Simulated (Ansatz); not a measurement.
Molecule: dichloroborane, sum formula BHCl₂, charge 0, multiplicity 1. 
Structure (B3LYP-D3(BJ)/def2-TZVP (Ansatz, an electronic-structure program) minimum search):
```
B
H 1 1.1816
Cl 1 1.7421 2 119.57
Cl 1 1.7421 2 119.57 3 180.00
```

Basis-set convergence of Hartree-Fock and CCSD(T) correlation energies (hartree) with Ansatz. Correlated levels leave the core frozen unless marked. Spin-orbit coupling is left out. Non-relativistic.

| basis | functions | E(HF) | E(corr, CCSD(T)) |
|---|---|---|---|
| aug-cc-pV(D+d)Z | 96 | -944.36097 | -0.43133 |
| aug-cc-pV(T+d)Z | 179 | -944.39308 | -0.54739 |
| aug-cc-pV(Q+d)Z | 304 | -944.40104 | -0.58583 |

Extrapolating the two largest sets (X = 3 and 4) as X^-3: E(corr) = (64·(-0.58583) - 27·(-0.54739))/37 = -0.6139 Eh, an estimate of the basis-set limit. The largest set recovers 95.4 % of it, the smallest 70.3 %.
